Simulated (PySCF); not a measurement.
# Assigning NMR signals

Geometry (Å), atoms numbered from 1 in this order:
```xyz
14

C     3.349    0.152    0.244
C     1.919   -0.004    0.359
C     0.724   -0.144    0.455
Si   -1.100   -0.305    0.596
C    -1.979   -1.054   -0.923
C    -2.611    0.069   -1.306
C    -2.183    1.056   -0.293
O    -2.464    2.221   -0.164
H     3.594    0.665   -0.686
H     3.831   -0.826    0.247
H     3.728    0.736    1.082
H    -1.497   -0.796    1.914
H    -2.037   -2.012   -1.415
H    -3.276    0.239   -2.139
```

- coordinates at the GFN2-xTB level
- GIAO PBE0/pcSseg-1 shieldings
- run in PySCF 2.14.0 with density-fitted response routines
- non-relativistic, no solvent model, single conformer, rapidly exchanging positions averaged

δ = σ(ref) − σ, references computed at the same level: $^{13}$C (σref 186.93), $^{1}$H (σref 31.72) vs TMS.

(1) Assign these signals to the numbered atoms. $^{13}$C{$^{1}$H} NMR (computed): δ 222.0 (C), 191.5 (CH), 176.5 (CH), 120.8 (C), 80.6 (C), 6.2 (CH3).

(2) Assign these signals to the numbered atoms. $^{1}$H NMR (500 MHz, computed): δ 9.42 (m, 1H), 7.70 (d, 1H), 5.61 (m, 1H), 2.16 (s, 3H).

Results:

(1) 
```tsv
δ (ppm)	atoms	environment	reason
222.0	C7	carbonyl carbon	–
191.5	C5	β carbon of a C=C–C=O unit	conjugation with the carbonyl draws π density from the β position
176.5	C6	α carbon of a C=C–C=O unit	–
120.8	C2	alkyne carbon	–
80.6	C3	alkyne carbon	the triple bond shields along its axis, which puts it between sp3 and sp2 carbons
6.2	C1	propargylic methyl carbon	aliphatic region, no heteroatom directly attached
```

(2) 
| δ (ppm) | atoms | environment | reason |
| --- | --- | --- | --- |
| 9.42 | H13 | hydrogen on a β carbon of a C=C–C=O unit | – |
| 7.70 | H14 | hydrogen on an α carbon of a C=C–C=O unit | a vinylic proton, deshielded by the sp2 carbon and the C=C anisotropy |
| 5.61 | H12 | hydrogen on a silicon bonded to 3 C, in a 4-membered ring | – |
| 2.16 | H9/H10/H11 | hydrogen on a propargylic methyl carbon | – |

Shifts are as computed. Against solution values, carbons near 30 ppm lie about +3 ppm off and those near 130 ppm about +5 ppm. Of 1309 compounds with measured shifts, 239 miss one by over three times the rms of a fit or turn the order of signals round; such compounds aren't used in these exercises. No couplings were computed; multiplicities are counted from neighbouring protons, with m where these are inequivalent, close in shift, in a saturated or five-membered ring or joined by F or P, and br s for small geminal =CH2 splittings.
